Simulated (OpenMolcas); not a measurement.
**V+: CASPT2 settings compared**

| Item | Value |
| --- | --- |
| Program | OpenMolcas |
| Basis | ANO-R2 [6s4p4d2f1g] |
| Scalar Hamiltonian | X2C, finite nucleus |
| Active space | 4 electrons in 5 orbitals (3d) |
| State averaging | 2S+1 = 5 even, 5 roots; 2S+1 = 3 even, 35 roots kept (CI in the orbitals of an earlier block); 2S+1 = 1 even, 23 roots kept (CI in the orbitals of an earlier block) |
| Spin-orbit coupling | RASSI with atomic mean-field integrals over the reference wave functions, term energies averaged over their components |

Methods on the same reference wave functions:
A. CASSCF
B. SS-CASPT2, IPEA 0.35 Eh, sigma1 regulariser 0.3 Eh (closed shells correlated: 3s 3p)
C. SS-CASPT2, IPEA 0 Eh, imaginary shift 0.25 Eh (closed shells correlated: none)
D. XMS-CASPT2, IPEA 0.75 Eh, imaginary shift 0.15 Eh (closed shells correlated: 2s 2p 3s 3p)

Energies in cm-1 above 3d4 5D0, the measured ground level; measured values from NIST Handbook of Basic Atomic Spectroscopic Data.

```csv
Level,A,B,C,D,Measured
3d4 5D0,0.0,0.0,0.0,0.0,0.0
3d4 5D1,38.3,38.9,39.0,38.6,36.0
3d4 5D2,114,116,116,115,107
3d4 5D3,226,228,228,227,209
3d4 5D4,372,373,373,373,339
3d4 3H4,15850,13560,14410,15320,
3d4 3H5,15930,13640,14490,15400,
3d4 3H6,16022,13740,14580,15490,
3d4 3P0,17288,12450,12340,14430,
3d4 3P1,17519,12680,12570,14670,
3d4 3P2,17953,13120,13010,15100,
3d4 3F2,18243,14330,14640,16310,
3d4 3F3,18275,14360,14680,16350,
3d4 3F4,18327,14410,14730,16390,
3d4 3G3,20085,16390,17460,18500,
3d4 3G4,20182,16490,17560,18600,
3d4 3G5,20276,16590,17660,18700,
3d4 1I6,23818,20380,22340,21640,
```

Deviations, from unrounded energies. A percentage is the sum of absolute deviations over the sum of measured energies, with the sign that they share, or ± where signs differ.

```
                  Against measurement  Levels     A     B     C     D
       mean absolute deviation (cm-1)       4    15    16    16    16
fine structure of the ground term (%)       4  +8.6  +9.4  +9.5  +9.0
```

A, B, C, D lie about equally close to measurement. The largest miss of A in the table is 3d4 5D4, by +33 cm-1. The ranking rests on the paired levels alone, and a cruder setting can come out closer through cancelling errors.

Among B to D the level of the table that moves most is 3d4 3G3, by 2100 cm-1 (lowest in B, highest in D). Moves below CASPT2's spread within the term are not significant.

The two smallest mean deviations differ by little beside CASPT2's spread within terms, so their order carries little weight.

From A to B the spin-free energies of the other terms of 3d4 shown, above 5D, scale by factors of 0.72 to 0.85, as is usual when dynamic correlation screens the repulsion within a d or f shell.

The lowest spin-free term lies below A's lowest term by 0.393 hartree in B, 0.061 hartree in C, 0.435 hartree in D.

CASPT2 breaks the degeneracy within a term, and the mean is taken; among the terms shown or strongly mixed into the levels shown the widest spread is 3900 cm-1 (3d4 1I, D). Terms from blocks run as CI alone lack orbitals of their own. Without dynamic correlation excited terms often stand tens of per cent too high (terms of higher spin than the ground term too low), and those without a measured partner can miss by more than the paired ones (holds for A). The CASPT2 spread within a term exceeds the gap to the next term for 3d4 3P and 3d4 3H, 3d4 3H and 3d4 3F, 3d4 3F and 3d4 3G and others, so the order of their levels is uncertain, and so are names and mixing where such terms share a J (holds for D). Computed and measured levels are paired by configuration, term and J; levels that our copy of the source lacks, or whose pairing is in doubt (as where it misses far off the trend of its configuration), stay unpaired and out of the deviations. Only configurations of the active space appear. Levels that lie high or do not pair safely by name in every column are left out.
